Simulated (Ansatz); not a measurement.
Ansatz (an electronic-structure program) input:
A basis named .json is the Basis Set Exchange file of that set.

Ansatz 0.2 input:
```yaml
crystal:
  periodic: [false, false, false]
  atoms:
    - {symbol: N, position_ang: [-0.00000000, -0.00000000, -1.03778016]}
    - {symbol: S, position_ang: [0.00000000, 0.00000000, 0.45402882]}
basis:
  gaussian:
    orbitals: aug-cc-pV_Q+d_Z.json
    fitting: {mean_field: def2-universal-jkfit, correlation: aug-cc-pVQZ-RIFIT.json}
magnetization: {spin_polarized: true, initial_magnetization: 1}
correlation: {method: mp2, electrons: outside_noble_gas}
```

Which total energy does the run end on?

-452.30363 Eh (RI-MP2/aug-cc-pV(Q+d)Z). The basis has 169 functions.

The determinant is spin-contaminated: <S^2> is 1.19 against 0.75 for a pure state.
